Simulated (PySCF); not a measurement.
Peak assignment

Geometry (Å), atoms numbered from 1 in this order:
```xyz
18

C     4.987   -0.143    0.779
C     3.805   -0.054    0.523
C     2.414    0.031    0.230
C     1.435   -0.877    0.583
N     0.252   -0.380    0.086
Si   -1.359   -1.104    0.220
O    -2.316    0.009   -0.531
C    -3.701   -0.069   -0.743
C     0.580    0.805   -0.538
N     1.851    1.075   -0.470
H     6.036   -0.213    1.000
H     1.501   -1.812    1.134
H    -1.699   -1.283    1.659
H    -1.376   -2.423   -0.472
H    -3.985   -0.988   -1.286
H    -4.009    0.795   -1.350
H    -4.262   -0.037    0.208
H    -0.182    1.414   -1.022
```

[PySCF 2.14: structure optimised with PBE0-D3(BJ)/def2-SVP; PBE0/pcSseg-1 with gauge-including orbitals; fast rotation and ring inversion assumed for equivalent nuclei; no relativistic terms; one computed conformer; no solvent model]

Referencing at the same level of theory: 13C (σref 184.41) and 1H (σref 31.27) vs TMS.

(1) Assign these signals to the numbered atoms. 13C{1H} NMR (computed): δ 142.2, 133.3, 127.3, 85.8, 80.9, 52.7.

(2) Assign these signals to the numbered atoms. 1H NMR (400 MHz, computed): δ 7.47 (m, 1H), 7.07 (m, 1H), 5.42 (s, 2H), 3.86 (s, 3H), 3.05 (s, 1H).

Answers

(1) 
142.2 → C9, aromatic CH between two ring heteroatoms
133.3 → C3, substituted aromatic carbon next to a ring nitrogen
127.3 → C4, aromatic CH next to a ring nitrogen
85.8 → C1, terminal alkyne carbon: the triple bond shields along its axis, which puts it between sp3 and sp2 carbons
80.9 → C2, alkyne carbon: the triple bond shields along its axis, which puts it between sp3 and sp2 carbons
52.7 → C8, methyl carbon bonded to O: pulled downfield by the heteroatom

(2) 
7.47 → H18, hydrogen on an aromatic CH between two ring heteroatoms: ring-current deshielding
7.07 → H12, hydrogen on an aromatic CH next to a ring nitrogen: ring-current deshielding
5.42 → H13/H14, hydrogen on a silicon bonded to N, O
3.86 → H15/H16/H17, hydrogen on a methyl carbon bonded to O: its carbon carries O, which withdraws density
3.05 → H11, hydrogen on a terminal alkyne carbon: it lies on the axis of the triple bond, in its shielding cone

Shifts are as computed. Against solution values, carbons near 30 ppm lie about +2 ppm off and those near 130 ppm about +5 ppm. Of 1309 compounds with measured shifts, 239 miss one by over three times the rms of a fit or turn the order of signals round; such compounds aren't used in these exercises. No couplings were computed; multiplicities are counted from neighbouring protons, with m where these are inequivalent, close in shift, in a saturated or five-membered ring or joined by F or P, and br s for small geminal =CH2 splittings.
